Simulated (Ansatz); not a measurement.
One change: `B[Se][SiH2]C` becomes `C=C[Se][SiH2]C`.

Ansatz, PBE0-D4/def2-TZVP geometries, multiplicity 1. Each molecule was computed in one conformer, which needn't be the lowest.

Scalar relativity is left out up to krypton.

```csv
property,`B[Se][SiH2]C`
size of the dipole moment (B3LYP/def2-TZVPP) / D,1.60
HOMO–LUMO gap (PBE/def2-TZVPP) / eV,4.17
HOMO energy (ωB97M-V/def2-TZVPP) / eV,-9.73
LUMO energy (ωB97M-V/def2-TZVPP) / eV,0.37
LUMO energy (B3LYP/def2-TZVPP) / eV,-1.70
LUMO energy (PBE0/def2-TZVPP) / eV,-1.53
```

Problem. Give the same properties after the change, and the shifts. (An estimate is asked.)

Solution. Computed: 
| property | `C=C[Se][SiH2]C` | shift |
| --- | --- | --- |
| size of the dipole moment (B3LYP/def2-TZVPP) / D | 0.94 | -0.66 |
| HOMO–LUMO gap (PBE/def2-TZVPP) / eV | 4.32 | 0.15 |
| HOMO energy (ωB97M-V/def2-TZVPP) / eV | -8.42 | 1.31 |
| LUMO energy (ωB97M-V/def2-TZVPP) / eV | 1.64 | 1.27 |
| LUMO energy (B3LYP/def2-TZVPP) / eV | -0.30 | 1.40 |
| LUMO energy (PBE0/def2-TZVPP) / eV | -0.09 | 1.44 |

With PBE0 the HOMO rises by 1.29 eV and the LUMO rises by 1.44 eV, so the gap widens by about 0.15 eV. PBE moves the HOMO by 1.30 eV and ωB97M-V by 1.31 eV. Dipoles are sizes alone; their direction can turn.

B3LYP here is the variant with VWN-RPA as its local correlation; programs differ in this.

Spin–orbit coupling is left out; it splits and shifts lone-pair levels of the heavy atoms by tenths of an eV.
